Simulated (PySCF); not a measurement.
Stretching CuCl⁺

Set-up: Cu cc-pVDZ-PP with ECP10, Cl cc-pV(D+d)Z; scalar-relativistic core potentials (PySCF 2.14). Energies in eV from Cu⁺ (3d10) + Cl in their ground configurations at the same level. State: ²Π (doublet), unpaired electrons π ↑.

All columns are PBE0. A positive dipole points towards Cl; it is taken about the centre of mass and depends on that origin.

| R (Å) | E (eV) | μ (D) | Mulliken charge on Cu (basis-dependent) | HOMO (eV) | LUMO (eV) | Mayer bond order | ⟨S²⟩ |
| --- | --- | --- | --- | --- | --- | --- | --- |
| 1.773 | -0.798 | -2.94 | 0.75 | -15.62 | -12.54 | 1.66 | 0.76 |
| 1.856 | -1.328 | -3.07 | 0.77 | -15.57 | -12.55 | 1.56 | 0.76 |
| 1.938 | -1.602 | -3.17 | 0.80 | -15.51 | -12.55 | 1.47 | 0.76 |
| 2.000 | -1.691 | -3.21 | 0.81 | -15.46 | -12.56 | 1.40 | 0.76 |
| 2.062 | -1.708 | -3.23 | 0.82 | -15.41 | -12.55 | 1.32 | 0.76 |
| 2.124 | -1.676 | -3.22 | 0.83 | -15.37 | -12.54 | 1.25 | 0.76 |
| 2.206 | -1.584 | -3.16 | 0.83 | -15.31 | -12.51 | 1.13 | 0.76 |
| 2.309 | -1.430 | -3.03 | 0.83 | -15.24 | -12.45 | 0.97 | 0.75 |
| 2.433 | -1.232 | -2.85 | 0.83 | -15.08 | -12.34 | 0.77 | 0.75 |
| 2.598 | -1.000 | -2.72 | 0.83 | -14.76 | -12.13 | 0.53 | 0.75 |

A fit through these points gives, at Re = 2.050 Å, μ = -3.23 D and dμ/dR = -0.129 D/Å; the reduced mass is 22.48 u.

Task: How strong is the fundamental in the double-harmonic approximation, I = 42.26·(dμ/dR)²/μred km/mol?

Result: I = 42.26·(-0.129)²/22.48 = 0.0313 km/mol at PBE0.

For an ion De counts to the pair picked by the measured ionisation energies or electron affinities, which need not be the lowest pair at this level. With d or f electrons several states lie close, and the lowest PBE0 determinant need not be the measured ground state.
